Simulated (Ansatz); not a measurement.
Born–Oppenheimer molecular dynamics of GaH$_{3}$O (5 atoms, charge 0, multiplicity 1). It starts from a relaxed structure.

Computed with Ansatz, RKS PBE-D4/def2-SVP.

```yaml
ensemble: NVT, Langevin thermostat
time_step: 0.5 fs
steps_asked: 500
set_temperature: 1000 K
friction: 0.005 /fs
seed: 46679
```

First frame:

```xyz
5
Properties=species:S:1:pos:R:3
Ga -0.026 -0.022 -0.063
O 0.014 -0.125 1.739
H -0.876 -0.169 2.135
H 1.411 0.049 -0.687
H -1.433 -0.015 -0.778
```

How far do the bonds stretch over the last three quarters of this one trajectory? (Pairs bonded in most of those frames.)


```csv
bond,mean (Å),spread (Å),shortest,longest
Ga1–O2,1.812,0.040,1.75,1.89
Ga1–H4,1.583,0.044,1.49,1.70
Ga1–H5,1.595,0.035,1.51,1.68
O2–H3,0.978,0.023,0.92,1.05
```

Mean temperature of the second half: 507 K. The mean temperature of the second half is 49 % below the set value. A run of 0.25 ps of so small a system gives no equilibrium averages.

The run took 8.5 min on 1 thread of Arm Neoverse V1, with other jobs on the host, peak memory 0.1 GiB.
